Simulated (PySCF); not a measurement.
Acid–base and redox partners of c1cc[nH]c1. All species are isolated molecules in the gas phase. Strings in code marks are SMILES.

Method: PBE-D3(BJ)/def2-TZVP // CAM-B3LYP-D3(BJ)/def2-TZVP run with PySCF. All candidates: neutral, multiplicity 2. 

| Item | Value |
|---|---|
| dipole moment | 2.59 D |
| highest occupied spin orbital | -5.24 eV |

**Question.** Which member has these values?
(A) `C1=C[N]C=C1`
(B) `[c]1cc[nH]c1`
(C) `[c]1ccc[nH]1`

**Answer.** B, `[c]1cc[nH]c1`. The others give `[c]1ccc[nH]1`: 1.78 D, -5.13 eV; `C1=C[N]C=C1`: 1.95 D, -6.04 eV
